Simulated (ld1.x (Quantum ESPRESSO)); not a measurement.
Nb (Z = 41): excitation energies, all-electron against TM

niobium, norm-conserving Troullier–Martins (Kleinman–Bylander form), made with ld1.x (Quantum ESPRESSO) 7.5 (LDA (PZ), scalar-relativistic). Core [Kr], reference 4d4 5s0.5 5p0 (charge +0.5). Waves: 5p (bound, empty): rc 2.75 bohr; 4d (bound): rc 2.45 bohr; 5s (bound): rc 2.85 bohr. Local part: the s channel. Core correction: none.

Energies are relative to the spin-unpolarised reference configuration 4d4 5s0.5 5p0; without spin polarisation the order of configurations can differ from experiment. Spin-polarised rows fill each open shell by Hund’s rule, majority spin first. The frozen-core shift is the all-electron ΔE with the core orbitals held at their reference shape minus the fully relaxed ΔE.

```csv
valence configuration,charge,ΔE all-electron (eV),error AE − PS (meV),frozen-core shift (meV)
4d4 5s0 5p0,+1,4.151,+2.3,+1.2
4d3 5s0 5p0,+2,18.428,-26,+84
4d3 5s2 5p0,0,-3.326,-38,+39
4d2 5s0 5p0,+3,43.362,-92,+556
4d4.5 5s0.5 5p0,0,-2.181,-5.4,+4.0
4d5 5s0 5p0,0,-1.442,-27,+16
4d4 5s0.5 5p0 (spin-polarised),+0.5,-2.366,+2483,+12
4d4 5s1 5p0 (spin-polarised),0,-5.374,+2449,+13
```

(1) What are ΔE and the potential's error for 4d4 5s1 5p0?

Answers

(1) ΔE = -2.765 eV all-electron; the error (AE − PS) is +2.0 meV.

A variational frozen-core shift is positive and of second order in the change. This column holds negative values, so the frozen-core run of ld1.x carries numerical noise or an error of first order here, and the column gives no more than the rough size of the effect.
